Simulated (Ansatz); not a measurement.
BFGeH₃N (`[F][GeH]1[BH][NH]1`), relaxed with RKS PBE-D4/def2-SVP in Ansatz 0.2.0 from a rough embedded geometry. The force threshold is 0.03 eV/Å; the program also tests the step.

Charge 0, multiplicity 1.

Start:

```xyz
7

F     0.365    1.915   -1.356
Ge    0.756    0.545   -0.318
B    -0.790    0.027    0.967
N    -0.681   -0.669   -0.402
H     2.025   -0.305   -0.653
H    -1.375    0.077    2.019
H    -0.300   -1.591   -0.256
```

```
step  energy (eV)  largest force (eV/Å)  largest move (Å)
   1  -61424.6527                 3.057             0.000
   2  -61425.2622                 2.785             0.197
   3  -61425.6098                 1.994             0.197
   4  -61425.7927                 2.163             0.194
   5  -61425.9439                 1.596             0.199
   6  -61426.0318                 0.488             0.200
   7  -61426.0365                 0.197             0.094
   8  -61426.0510                 0.143             0.085
   9  -61426.0520                 0.066             0.013
  10  -61426.0523                 0.036             0.006
  11  -61426.0523                 0.021             0.004
```

End:

```xyz
7

F     0.402    1.705   -1.560
Ge    0.811    0.655   -0.193
B    -0.670   -0.052    1.005
N    -0.471   -0.811   -0.117
H     2.198    0.083   -0.592
H    -1.358    0.057    1.992
H    -0.911   -1.637   -0.535
```

It took 9 s on 2 threads of an Intel Xeon 6975P-C on a shared host, with 0.17 GiB of host memory at the peak.
